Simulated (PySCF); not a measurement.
## Pd⁻ (palladium, charge -1) across methods

[Kr] 4d10 5s1, 2S determinant. All numbers are calculated (PySCF 2.14, scalar relativity by spin-free X2C-1e, in aug-cc-pVTZ-DK (9s8p6d3f2g, 102 functions)).

| method | E (hartree) | mean ε 4d α (eV) | mean ε 4d β (eV) | mean ε 5s α (eV) | Σ⟨r²⟩ (bohr²) | ⟨S²⟩ |
| --- | --- | --- | --- | --- | --- | --- |
| MN15 | -5048.65 | -0.831 | -0.760 | 0.321 | 78.79 | 0.752 |
| PW91 | -5045.59 | 1.438 | 1.565 | 1.224 | 76.45 | 0.753 |
| LDA | -5039.83 | 1.322 | 1.442 | 1.122 | 74.98 | 0.752 |
| PBE | -5044.79 | 1.447 | 1.571 | 1.242 | 77.42 | 0.753 |
| r2SCANh | -5045.14 | 0.865 | 0.953 | 0.948 | 77.36 | 0.754 |
| r2SCAN | -5045.16 | 1.411 | 1.521 | 1.089 | 76.90 | 0.755 |
| PBE0 | -5044.83 | 0.095 | 0.168 | 0.881 | 78.83 | 0.753 |
| UHF | -5042.57724 | -4.417 | -4.460 | 0.213 | 103.0 | 0.751 |

At MN15 the highest occupied level has a positive energy, so only the finite basis holds that electron; in a semilocal or global hybrid functional this comes from self-interaction and does not mean that the real anion is unbound.

The highest occupied level is positive at MN15, PW91, LDA, PBE, r2SCANh, r2SCAN, PBE0, UHF: only the finite basis holds that electron, at UHF too, so the state is unbound at these levels.
